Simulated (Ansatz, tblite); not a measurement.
Forces on Al₃Sb₃ at its PBE0-D4/def2-SVP geometry. Total charge 0; singlet.

In the def2 sets Sb takes a core potential; there is no spin–orbit coupling. The xTB rows come from tblite. The restricted singlet is unstable towards broken spin symmetry at other levels; at PBE-D4/def2-TZVP this wasn't settled. The geometry of the singlet was relaxed on an unsound state (restricted singlet, unstable towards broken spin symmetry at other levels and untested here). The structure comes from a short search, and lower isomers may exist.

GFN1-xTB (tblite), largest force 1.89 eV/Å:

```xyz
6
positions Å, forces eV/Å
Al   -0.097   -1.832    1.380    0.138   -0.480    0.880
Al    0.135    2.251   -1.644   -0.162   -0.974    0.377
Al   -0.508   -0.344   -1.311   -0.115    1.191   -1.468
Sb    1.816   -1.144   -0.312    0.066    0.585    0.383
Sb    0.638    1.118    1.013   -0.367   -0.800   -0.438
Sb   -1.983   -0.049    0.874    0.442    0.477    0.266
```

GFN2-xTB (tblite), largest force 0.63 eV/Å:

```
Al -0.086 0.005 -0.283
Al -0.101 -0.587 0.219
Al 0.070 0.381 -0.126
Sb 0.278 0.089 0.179
Sb -0.105 -0.073 -0.271
Sb -0.056 0.185 0.283
```

PBE-D4/def2-TZVP (Ansatz), largest force 0.26 eV/Å:

```
Al 0.001 -0.150 0.137
Al -0.014 -0.043 -0.005
Al -0.034 0.030 -0.137
Sb 0.233 -0.007 -0.104
Sb 0.036 0.046 0.071
Sb -0.221 0.124 0.037
```
